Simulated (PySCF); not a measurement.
C5H12Se, singlet, at a GFN2-xTB geometry, with bond 15-10 at 1.4 times its length; CASCI(4,5)+NEVPT2/STO-3G run with PySCF.

Input for PySCF:
```python
from pyscf import gto, scf, mcscf, mrpt
import numpy

mol = gto.M(
    atom='''
Se    0.26222981   -0.06533534    0.97131463
C     1.40408263   -0.98414946   -0.35676167
C     0.68478520   -2.01040394   -1.20889155
H     2.16567545   -1.46361149    0.26170818
H     1.88334566   -0.21461260   -0.96277665
H    -0.02045887   -1.53706490   -1.88782292
H     0.14173952   -2.71480500   -0.58254788
H     1.40883311   -2.56431474   -1.80517902
C    -0.89375482    1.14049556   -0.14393306
C    -2.12872514    0.41495735   -0.64940141
C    -0.10522776    1.80278489   -1.25677960
H    -1.19250803    1.89404833    0.59306107
H    -2.80443243    1.12538668   -1.12448787
H    -1.86664439   -0.34666069   -1.37968853
H    -2.86442632   -0.25591603    0.50329325
H     0.79564474    2.27317375   -0.86686121
H    -0.71599860    2.57135212   -1.72859342
H     0.17625550    1.08064127   -2.02085715
''',
    basis='sto-3g',
    verbose=4,
)

mf = scf.RHF(mol)
mf.kernel()
mc = mcscf.CASCI(mf, 5, 4)
mc.fix_spin_(ss=0.0)
mc.kernel()
occ = numpy.linalg.eigvalsh(mc.fcisolver.make_rdm1(mc.ci, mc.ncas, mc.nelecas))[::-1]
ss = mc.fcisolver.spin_square(mc.ci, mc.ncas, mc.nelecas)[0]
print('natural occupations', occ.round(4), ' <S^2>', round(ss, 4))
e2 = mrpt.NEVPT(mc).kernel()
print('E(NEVPT2) = %.10f' % (mc.e_tot + e2))
```

Q: What does PySCF print? Leave out banner, timings and long lists.

A: 
```
PySCF version 2.14.0

[INPUT] verbose = 4
[INPUT] num. atoms = 18
[INPUT] num. electrons = 76
[INPUT] charge = 0
[INPUT] spin (= nelec alpha-beta = 2S) = 0
[INPUT] symmetry False subgroup None
[INPUT] Mole.unit = angstrom
[INPUT] Symbol           X                Y                Z      unit          X                Y                Z       unit  Magmom
[INPUT]  1 Se     0.262229810000  -0.065335340000   0.971314630000 AA    0.495542522597  -0.123465898855   1.835518631483 Bohr   0.0
[INPUT]  2 C      1.404082630000  -0.984149460000  -0.356761670000 AA    2.653331626959  -1.859772945039  -0.674181848042 Bohr   0.0
[INPUT]  3 C      0.684785200000  -2.010403940000  -1.208891550000 AA    1.294056482156  -3.799112846347  -2.284473943801 Bohr   0.0
[INPUT]  4 H      2.165675450000  -1.463611490000   0.261708180000 AA    4.092533475194  -2.765824868867   0.494556784758 Bohr   0.0
[INPUT]  5 H      1.883345660000  -0.214612600000  -0.962776650000 AA    3.559007495288  -0.405559036881  -1.819384187626 Bohr   0.0
[INPUT]  6 H     -0.020458870000  -1.537064900000  -1.887822920000 AA   -0.038661661118  -2.904631696682  -3.567468290477 Bohr   0.0
[INPUT]  7 H      0.141739520000  -2.714805000000  -0.582547880000 AA    0.267848873827  -5.130237931600  -1.100855947646 Bohr   0.0
[INPUT]  8 H      1.408833110000  -2.564314740000  -1.805179020000 AA    2.662308733119  -4.845852555785  -3.411293953611 Bohr   0.0
[INPUT]  9 C     -0.893754820000   1.140495560000  -0.143933060000 AA   -1.688951832310   2.155224254682  -0.271994063671 Bohr   0.0
[INPUT] 10 C     -2.128725140000   0.414957350000  -0.649401410000 AA   -4.022707509076   0.784155744875  -1.227190809806 Bohr   0.0
[INPUT] 11 C     -0.105227760000   1.802784890000  -1.256779600000 AA   -0.198851647101   3.406769703604  -2.374969242940 Bohr   0.0
[INPUT] 12 H     -1.192508030000   1.894048330000   0.593061070000 AA   -2.253513578045   3.579232610390   1.120722997442 Bohr   0.0
[INPUT] 13 H     -2.804432430000   1.125386680000  -1.124487870000 AA   -5.299609227548   2.126672609434  -2.124974104696 Bohr   0.0
[INPUT] 14 H     -1.866644390000  -0.346660690000  -1.379688530000 AA   -3.527446669056  -0.655093762253  -2.607233458904 Bohr   0.0
[INPUT] 15 H     -2.864426320000  -0.255916030000   0.503293250000 AA   -5.412981248796  -0.483611207586   0.951086402842 Bohr   0.0
[INPUT] 16 H      0.795644740000   2.273173750000  -0.866861210000 AA    1.503550651051   4.295675821051  -1.638130274909 Bohr   0.0
[INPUT] 17 H     -0.715998600000   2.571352120000  -1.728593420000 AA   -1.353041259572   4.859151276620  -3.266568144525 Bohr   0.0
[INPUT] 18 H      0.176255500000   1.080641270000  -2.020857150000 AA    0.333074622948   2.042116039202  -3.818866550369 Bohr   0.0

nuclear repulsion = 459.899713442096
number of shells = 35
number of NR pGTOs = 165
number of NR cGTOs = 55
basis = sto-3g
ecp = {}

******** <class 'pyscf.scf.hf.RHF'> ********
method = RHF
initial guess = minao
damping factor = 0
level_shift factor = 0
DIIS = <class 'pyscf.scf.diis.CDIIS'>
diis_start_cycle = 1
diis_space = 8
diis_damp = 0
SCF conv_tol = 1e-09
SCF conv_tol_grad = None
SCF max_cycles = 50
direct_scf = True
direct_scf_tol = 1e-13
Set gradient conv threshold to 3.16228e-05
Initial guess from minao.
init E= -2564.60097694347
  HOMO = -0.390420096318743  LUMO = 0.00834390764358994  gap/eV = 10.85092
cycle= 1 E= -2567.35405831258  delta_E= -2.75  |g|= 0.493  |ddm|= 4.82
  HOMO = -0.109671037063435  LUMO = 0.359817933783943  gap/eV = 12.77545
cycle= 2 E= -2567.49458814069  delta_E= -0.141  |g|= 0.149  |ddm|= 1.19
  HOMO = -0.211952827326678  LUMO = 0.365152562513127  gap/eV = 15.70384
cycle= 3 E= -2567.50232355649  delta_E= -0.00774  |g|= 0.0351  |ddm|= 0.246
  HOMO = -0.234702931351075  LUMO = 0.351506378659892  gap/eV = 15.95157
cycle= 4 E= -2567.50302594378  delta_E= -0.000702  |g|= 0.00573  |ddm|= 0.0806
  HOMO = -0.233955240731382  LUMO = 0.353138490674121  gap/eV = 15.97563
cycle= 5 E= -2567.50304381774  delta_E= -1.79e-05  |g|= 0.00104  |ddm|= 0.0135
  HOMO = -0.234042369576437  LUMO = 0.352980851654282  gap/eV = 15.97372
cycle= 6 E= -2567.50304438677  delta_E= -5.69e-07  |g|= 0.000319  |ddm|= 0.00208
  HOMO = -0.234118279853983  LUMO = 0.35302185501937  gap/eV = 15.97690
cycle= 7 E= -2567.50304444961  delta_E= -6.28e-08  |g|= 6.22e-05  |ddm|= 0.000725
  HOMO = -0.234126353159064  LUMO = 0.353015915960449  gap/eV = 15.97695
cycle= 8 E= -2567.50304445279  delta_E= -3.18e-09  |g|= 2.01e-05  |ddm|= 0.000178
  HOMO = -0.234126957672803  LUMO = 0.353017934908276  gap/eV = 15.97703
cycle= 9 E= -2567.50304445309  delta_E= -2.97e-10  |g|= 3.96e-06  |ddm|= 5.66e-05
  HOMO = -0.234126502094624  LUMO = 0.353018689116891  gap/eV = 15.97703
Extra cycle  E= -2567.50304445311  delta_E= -2.18e-11  |g|= 1.65e-06  |ddm|= 8.61e-06
converged SCF energy = -2567.50304445311

******** <class 'pyscf.mcscf.casci.CASCI'> ********
CAS (2e+2e, 5o), ncore = 36, nvir = 14
natorb = False
canonicalization = True
sorting_mo_energy = False
******** <class 'pyscf.fci.addons.SpinPenaltyFCISolver'> ********
max. cycles = 200
conv_tol = 1e-08
davidson only = True
linear dependence = 1e-12
level shift = 0.001
max iter space = 12
nroots = 1
pspace_size = 400
spin = None
Density matrix diagonal elements [1.98857375 1.99780806 0.00609723 0.00378848 0.00373249]
CASCI converged
CASCI E = -2567.50947486957  E(CI) = -3.23961626247865  S^2 = 0.0000000
natural occupations [1.9978 1.9888 0.0091 0.0043 0.    ]  <S^2> 0.0

******** <class 'pyscf.mrpt.nevpt2.NEVPT'> ********
NEVPT2 (2e+2e, 5o), ncore = 36, nvir = 14
root = 0
Natural occ [1.99780808e+00 1.98875273e+00 9.08724269e-03 4.33620223e-03
 1.57431907e-05]
Natural orbital (expansion on meta-Lowdin AOs) in CAS space
               #1        #2        #3        #4        #5
0 Se 1s         -0.00000  -0.00032  -0.00019   0.00021   0.00001
0 Se 2s          0.00002   0.00192   0.00216  -0.00236  -0.00016
0 Se 3s         -0.00004  -0.00136  -0.00350   0.00382   0.00027
0 Se 4s          0.00212   0.31364   0.20297  -0.22275  -0.01310
0 Se 2px         0.00109   0.00007  -0.00075  -0.00070   0.00001
0 Se 2py         0.00116  -0.00021   0.00077   0.00059   0.00001
0 Se 2pz         0.00012   0.00117  -0.00075   0.00093   0.00001
0 Se 3px        -0.00974  -0.00067   0.00960   0.00911  -0.00017
0 Se 3py        -0.01032   0.00182  -0.00990  -0.00759  -0.00001
0 Se 3pz        -0.00106  -0.00970   0.00967  -0.01215  -0.00023
0 Se 4px         0.66295   0.04165  -0.38278  -0.35860  -0.00096
0 Se 4py         0.70303  -0.13210   0.39338   0.30052   0.00591
0 Se 4pz         0.07345   0.72811  -0.37500   0.46727   0.00392
0 Se 3dxy       -0.00023  -0.00904  -0.01387   0.01267   0.00062
0 Se 3dyz       -0.00060  -0.00077  -0.01340  -0.01329   0.00043
0 Se 3dz^2      -0.00010   0.00012  -0.00032  -0.00481  -0.00031
0 Se 3dxz       -0.00069   0.00012   0.01288   0.01619  -0.00035
0 Se 3dx2-y2    -0.00001   0.00050  -0.00045  -0.00235  -0.00013
1 C 1s          -0.00002   0.00058   0.00007  -0.00464  -0.00008
1 C 2s          -0.00239  -0.06437   0.00160   0.30735   0.00463
1 C 2px         -0.04584   0.14697   0.00310  -0.41184  -0.00371
1 C 2py         -0.04921  -0.08471  -0.00006   0.26200   0.00209
1 C 2pz         -0.00446  -0.22851  -0.02749   0.35782   0.00963
2 C 1s          -0.00081  -0.00035   0.00036   0.00031   0.00002
2 C 2s           0.05218   0.02009  -0.02223  -0.01096  -0.00166
2 C 2px          0.03451  -0.00796  -0.00789  -0.09129   0.00277
2 C 2py          0.07428   0.06523  -0.02304  -0.03492  -0.00144
2 C 2pz          0.07662   0.07910  -0.00296  -0.00358   0.00392
3 H 1s          -0.02112  -0.03835   0.07870   0.00478  -0.00381
4 H 1s          -0.09170   0.11362  -0.05430  -0.01570   0.00215
5 H 1s          -0.00416  -0.00031   0.00952  -0.05588   0.00390
6 H 1s          -0.00759   0.04597  -0.00187  -0.08308  -0.00151
7 H 1s          -0.04452  -0.09021   0.00950   0.12994   0.00214
8 C 1s           0.00002   0.00043   0.00435  -0.00019  -0.00084
8 C 2s          -0.00253  -0.07512  -0.29514   0.00578   0.04566
8 C 2px         -0.03700  -0.18726  -0.36344   0.01001   0.03103
8 C 2py         -0.04557   0.22615   0.40242  -0.03800  -0.04740
8 C 2pz         -0.01487  -0.23049  -0.25444   0.05061  -0.06911
9 C 1s          -0.00079  -0.00033  -0.00040  -0.00017   0.00358
9 C 2s           0.05752   0.03212   0.01828   0.00918  -0.30239
9 C 2px          0.07726   0.07431   0.00898   0.01309   0.28823
9 C 2py          0.01880  -0.03202   0.07114  -0.00419   0.24801
9 C 2pz          0.07283   0.08475   0.00701  -0.01249  -0.48203
10 C 1s          0.00041  -0.00071  -0.00036  -0.00066   0.00131
10 C 2s         -0.02611   0.04209   0.01469   0.04293  -0.08450
10 C 2px         0.00995  -0.01534  -0.08291  -0.03022   0.05615
10 C 2py         0.02378  -0.10011   0.00735  -0.02320   0.03494
10 C 2pz        -0.05698   0.13106   0.02437   0.04360  -0.10348
11 H 1s         -0.04475   0.00288  -0.02620  -0.06647   0.08244
12 H 1s         -0.05532  -0.11633  -0.11951   0.00442   0.03684
13 H 1s         -0.01081   0.01303   0.06480  -0.01215   0.00279
14 H 1s          0.02228   0.10159   0.04326  -0.00362   0.69765
15 H 1s          0.00358   0.03816   0.07014  -0.00341   0.05646
16 H 1s          0.03116  -0.12953  -0.12826  -0.01144   0.00823
17 H 1s         -0.00469   0.01247   0.05751  -0.00746  -0.02738
<CAS-nat-orb|mo-hf>  37     38       0.99999961
<CAS-nat-orb|mo-hf>  38     37       0.99995444
<CAS-nat-orb|mo-hf>  39     39       0.80870074
<CAS-nat-orb|mo-hf>  39     41      -0.57696537
<CAS-nat-orb|mo-hf>  40     40       0.91606508
<CAS-nat-orb|mo-hf>  41     39       0.57153264
<CAS-nat-orb|mo-hf>  41     41       0.72497614
Sr    (-1)',   E = -0.00061666277577
Si    (+1)',   E = -0.01130476812321
Sijrs (0)  ,   E = -0.19560926807424
Sijr  (+1) ,   E = -0.03982405277360
Srsi  (-1) ,   E = -0.00912884239572
Srs   (-2) ,   E = -0.00024178913981
Sij   (+2) ,   E = -0.02663518878908
Sir   (0)' ,   E = -0.01074162218592
Nevpt2 Energy = -0.294102194257350
E(NEVPT2) = -2567.8035770638
```
